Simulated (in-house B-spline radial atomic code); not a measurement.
**BLYP excitations of P3+**

Method: BLYP. Computed with a B-spline radial code for spherical atoms: linear response of the closed shell [Ne] 3s2 with the functional's adiabatic kernel; scalar-relativistic (spin-free one-electron X2C), finite nucleus, no spin-orbit coupling, no double excitations, S, P, D and F terms only.

Command:
```bash
python run_td.py task.json out
```
Settings (radii: box in bohr, nucleus in fm):
```
Z                        15
electrons                12
configuration            [Ne] 3s2
hamiltonian              x2c
method                   b88,lyp
box_radius               23.08
rms_radius               3.1889
intervals                73
```

Time taken, with all properties: 0.6 s on 1 thread of Intel(R) Xeon(R) Platinum 8488C (Sapphire Rapids) (shared host).

The lowest states, in the order of their Tamm-Dancoff energies; the method's threshold (minus the highest occupied level) is 45.58 eV. Labels give the largest channel, * marks a mixed state, and oscillator strengths are full-response dipole values. Semilocal kernels can invert the small singlet-triplet splittings of Rydberg terms. Energies in eV:

| state | full response | Tamm-Dancoff | oscillator strength |
| --- | --- | --- | --- |
| 3s → 3p 3P | 8.011 | 8.270 | - |
| 3s → 3p 1P | 13.247 | 13.822 | 1.47 |
| 3s → 3d 3D | 21.641 | 21.756 | - |
| 3s → 3d 1D | 23.773 | 23.780 | - |
| 3s → 4s 3S | 27.363 | 27.369 | - |
| 3s → 4s 1S | ? | ? | - |
| 3s → 4p 3P | 30.54 | 30.55 | - |
| 3s → 4p 1P | 30.95 | 30.98 | 0.0515 |
| 3s → 4d 3D | ? | ? | - |
| 3s → 4d 1D | 34.99 | 34.99 | - |

(1) Where does 3s → 4d 3D lie?

(2) Where does 3s → 4s 1S lie?

(3) How large is the singlet-triplet splitting of 3s → 3p (P terms) in Tamm-Dancoff?

(4) What polarisabilities and dispersion coefficient does the method give?

Answers

(1) At 34.74 eV in full response, 34.75 eV in Tamm-Dancoff.

(2) At 28.336 eV in full response, 28.368 eV in Tamm-Dancoff.

(3) 5.55 eV, from the unrounded values.

(4) Dipole 6.44 bohr³, quadrupole 13.75 bohr⁵, C6 15.97 hartree·bohr⁶ for two such species.
